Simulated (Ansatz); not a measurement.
Harmonic frequencies (cm⁻¹) at PBE0-D4/def2-TZVP from Ansatz: 61, 196, 232, 430, 573, 581, 823, 881, 887, 932, 944, 979, 1112, 1177, 1446, 1542, 2222, 2227, 2235, 3119, 3205.

(1) Which molecule is it?
A. `CB1O[SiH2]1`
B. `[SiH3]B1CO1`
C. `[SiH3][SiH]1[AlH][S]1`
D. `O[SiH]1BC1`

Results:

(1) B.
